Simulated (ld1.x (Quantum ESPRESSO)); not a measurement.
How hard is this C PAW potential?

| Property | Result |
| --- | --- |
| Element | C |
| Generator | ld1.x (Quantum ESPRESSO) 7.5 |
| Type | PAW |
| Functional | PBEsol |
| Relativity | scalar-relativistic |
| Frozen core | [He] |
| Valence charge | 4 |
| Reference configuration | 2s2 2p0.5 (charge +1.5) |
| Partial waves | 2s (bound): rcut 0.65, rcutus 0.90 bohr; 2s channel at 2.4 Ry: rcut 0.65, rcutus 0.90 bohr; 2p (bound): rcut 2.05, rcutus 2.85 bohr; 2p channel at 2.75 Ry: rcut 2.05, rcutus 2.85 bohr |
| Local potential | all-electron potential smoothed inside 1.00 bohr (lloc = -1) |
| Core correction | Bessel-smoothed model core inside 0.50 bohr |
| Augmentation charge | BESSEL, radius 0.60 bohr |

The pseudo-atom Hamiltonian at the reference potential is diagonalised in spherical Bessel functions j_l(qr) that vanish at 20 bohr, with q² up to the cutoff. All-electron valence levels (Ry): 2s -2.3976, 2p -1.7572.

Q: How do the lowest levels (Ry) of each channel move with the cutoff, and are there ghosts?

A:

```json
{"cutoff (Ry)": "8", "s #1": "-2.2937", "p #1": "-1.7546", "p #2": "-0.4308", "d #1": "-0.3394", "d #2": "-0.1636", "f #1": "-0.1411", "f #2": "-0.0398", "Σ f·Δε (mRy)": "209.1"}
{"cutoff (Ry)": "15", "s #1": "-2.3225", "p #1": "-1.7571", "p #2": "-0.4482", "d #1": "-0.3420", "d #2": "-0.1647", "f #1": "-0.1411", "f #2": "-0.0399", "Σ f·Δε (mRy)": "150.3"}
{"cutoff (Ry)": "25", "s #1": "-2.3687", "p #1": "-1.7572", "p #2": "-0.4512", "d #1": "-0.3426", "d #2": "-0.1649", "f #1": "-0.1411", "f #2": "-0.0399", "Σ f·Δε (mRy)": "57.9"}
{"cutoff (Ry)": "35", "s #1": "-2.3895", "p #1": "-1.7572", "p #2": "-0.4517", "d #1": "-0.3427", "d #2": "-0.1650", "f #1": "-0.1411", "f #2": "-0.0399", "Σ f·Δε (mRy)": "16.2"}
{"cutoff (Ry)": "50", "s #1": "-2.3970", "p #1": "-1.7572", "p #2": "-0.4519", "d #1": "-0.3427", "d #2": "-0.1650", "f #1": "-0.1411", "f #2": "-0.0399", "Σ f·Δε (mRy)": "1.2"}
{"cutoff (Ry)": "70", "s #1": "-2.3974", "p #1": "-1.7572", "p #2": "-0.4519", "d #1": "-0.3427", "d #2": "-0.1650", "f #1": "-0.1411", "f #2": "-0.0399", "Σ f·Δε (mRy)": "0.5"}
{"cutoff (Ry)": "400", "s #1": "-2.3976", "p #1": "-1.7572", "p #2": "-0.4519", "d #1": "-0.3427", "d #2": "-0.1650", "f #1": "-0.1411", "f #2": "-0.0399", "Σ f·Δε (mRy)": "0.0"}
```

Result: no extra level below or beside the all-electron valence levels (s, p, d, f tested); 10 mRy is reached at 40 Ry and 1 mRy at 55 Ry.

Test run stopped at test 6 of 7 (negative rho), 3 before it not solved.
